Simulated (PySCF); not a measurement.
A side-by-side comparison of computed properties.

First species: Cd(NH2)2 (singlet state).
SMILES: `[NH2][Cd][NH2]`

Second species: C8H12P (charge +1).
SMILES with atom numbers: `[CH3:1]/[CH:2]=[CH:3]\[PH+:4]1[CH:5]=[CH:6][CH2:7][CH:8]=[CH:9]1` (hydrogens: H10, H11, H12 on C1; H13 on C2; H14 on C3; H15 on P4; H16 on C5; H17 on C6; H18, H19 on C7; H20 on C8; H21 on C9)

Geometry (PBE0-D3(BJ)/def2-SVP, Å), atoms numbered from 1 in this order:
```xyz
21
C8H12P angstrom
C      3.702   -0.007    0.550
C      2.920    0.366   -0.653
C      1.589    0.390   -0.845
P      0.336   -0.030    0.343
C     -0.649   -1.420   -0.165
C     -1.979   -1.314   -0.305
C     -2.809   -0.103   -0.065
C     -2.124    1.139    0.385
C     -0.810    1.304    0.601
H      4.352    0.834    0.842
H      3.099   -0.299    1.419
H      4.382   -0.839    0.302
H      3.524    0.666   -1.520
H      1.178    0.692   -1.815
H      0.986   -0.335    1.559
H     -0.127   -2.358   -0.377
H     -2.528   -2.203   -0.634
H     -3.377    0.123   -0.989
H     -3.607   -0.354    0.659
H     -2.777    2.004    0.549
H     -0.400    2.265    0.923
```

Levels: CAM-B3LYP/def2-SVPD for HOMO energy, LUMO energy, HOMO–LUMO gap and static isotropic polarisability; TDDFT CAM-B3LYP/def2-SVPD for lowest singlet excitation; TDA CAM-B3LYP/def2-SVPD for lowest triplet excitation (Tamm–Dancoff); ΔSCF CAM-B3LYP/def2-SVPD for vertical ionisation energy; PBE0-D3(BJ)/def2-SVP for rotational constant A and rotational constant C. Geometries: PBE0-D3(BJ)/def2-SVP. Each structure is a single optimised conformer of the isolated species (atoms past krypton carry core potentials, spin–orbit coupling is left out); the electronic structure was computed with PySCF and density fitting.

The conformers computed, where there is a choice (atom-mapped SMILES and torsion angles):
- `[CH3:1]/[CH:2]=[CH:3]\[PH+:4]1[CH:5]=[CH:6][CH2:7][CH:8]=[CH:9]1`: C2–C3–P4–C5 -118°

Q: Which has the higher rotational constant A?

A: The first: 146.302 GHz against 3.422 GHz, a difference of 142.880 GHz.

Q: Which of the two has the higher LUMO energy, and by how much?

A: The first: 0.21 eV against -4.19 eV, a difference of 4.40 eV.

Q: Which of the two has the higher HOMO energy, and by how much?

A: The first: -8.14 eV against -13.26 eV, a difference of 5.12 eV.

Q: Which of the two has the higher T1 energy, and by how much?

A: The first: 4.39 eV against 4.13 eV, a difference of 0.26 eV.

Q: Which of the two has the higher rotational constant C, and by how much?

A: The first: 3.677 GHz against 0.700 GHz, a difference of 2.977 GHz.

Q: Which has the higher static isotropic polarisability?

A: The second: 112.3 au against 48.6 au, a difference of 63.7 au.

Q: Which of the two has the higher HOMO–LUMO gap, and by how much?

A: The second: 9.07 eV against 8.35 eV, a difference of 0.72 eV.

Q: Which has the higher vertical ionisation energy?

A: The second: 13.89 eV against 9.02 eV, a difference of 4.87 eV.

On the first: The ΔSCF ionisation energy exceeds −ε(HOMO) by 0.88 eV with CAM-B3LYP. The principal polarisabilities are 39.4, 39.8 and 66.7 au; their mean is the isotropic value. Atoms past krypton carry effective core potentials; spin–orbit coupling is left out.

On the second: The polarisability is 16.64 Å³ as a volume (1 au = 0.148185 Å³), or 1.52 au for each of the 74 electrons. The vertical singlet–triplet gap S1 − T1 is 1.94 eV (TDDFT singlet less Tamm–Dancoff triplet; S1: HOMO−1→LUMO, weight 0.91; T1: HOMO→LUMO, weight 0.56).
